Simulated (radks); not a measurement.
Valence configurations of Re (all share [Xe]). Calculated with a radial shooting solver on a logarithmic mesh with Libxc functionals: scalar-relativistic Kohn-Sham, BLYP, spin-polarised, spherical densities, point nucleus; open shells are filled with parallel spins first (spin-orbit coupling, left out, can overturn this in heavy ions). Energies are relative to 4f14 5d5 6s2; eigenvalues in eV for spin up.

valence,E (eV),moment (Bohr magnetons),e(4f),e(5d),e(6p),e(6s)
4f14 5d5 6s2,0.000,5,-41.772,-6.054,-,-6.285
4f14 5d6 6s1,1.617,5,-39.676,-4.576,-,-5.722
4f14 5d4 6s2 6p1,5.626,5,-46.142,-9.130,-2.513,-8.109
4f14 5d5 6s1 6p1,3.369,7,-43.267,-7.502,-2.274,-7.531
4f12 5d5 6s2 6p2,104.86,9,-71.905,-15.463,-3.606,-10.334
4f12 5d5 6s1.5 6p2.5,107.16,10,-72.517,-16.041,-3.944,-10.817
4f14 5d5 6s1.5 6p0.5,1.743,6,-42.560,-6.819,-1.868,-6.939
4f13 5d6 6s2,41.760,5,-52.019,-7.094,-,-6.345
4f14 5d4.5 6s2 6p0.5,2.565,5,-43.948,-7.610,-1.987,-7.228
4f14 5d7,4.812,3,-38.155,-3.416,-,-

NIST lists [Xe] 4f14 5d5 6s2 as the ground configuration; this level of theory agrees among the configurations tried. The energies are those of spherical high-spin densities, not of single terms.
